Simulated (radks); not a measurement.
Results of a calculation; reference values are marked as such.
Q: Orbital eigenvalues (eV) of the niobium ion Nb+, [Kr] 4d4, of relativity; Dirac values are averaged over j with weights 2j + 1. Spin-unpolarised spherical Kohn-Sham, LDA (Slater exchange, Perdew-Wang correlation), point nucleus unless stated (finite: rms radius 4.324 fm), a radial shooting solver on a logarithmic mesh with Libxc functionals. A level marked "c x" has the speed of light scaled by that factor and shares open shells by 2j + 1; other Dirac levels either fill j = l - 1/2 first or share by 2j + 1.

| shell | non-rel. |
|---|---|
| 1s | -18340 |
| 2s | -2529.9 |
| 2p | -2326.7 |
| 3s | -425.24 |
| 3p | -347.94 |
| 3d | -206.08 |
| 4s | -61.841 |
| 4p | -40.458 |
| 4d | -9.6806 |

Give the values at the level "Dirac, 2j+1 shares, finite nucleus".

A: 
shell  Dirac, 2j+1 shares, finite nucleus  change of magnitude (%)
1s                                 -18779                    +2.39
2s                                -2632.4                    +4.05
2p                                -2354.4                    +1.19
3s                                -444.02                    +4.42
3p                                -352.95                    +1.44
3d                                -202.88                    -1.55
4s                                -64.932                    +5.00
4p                                -41.158                    +1.73
4d                                -9.5474                    -1.38
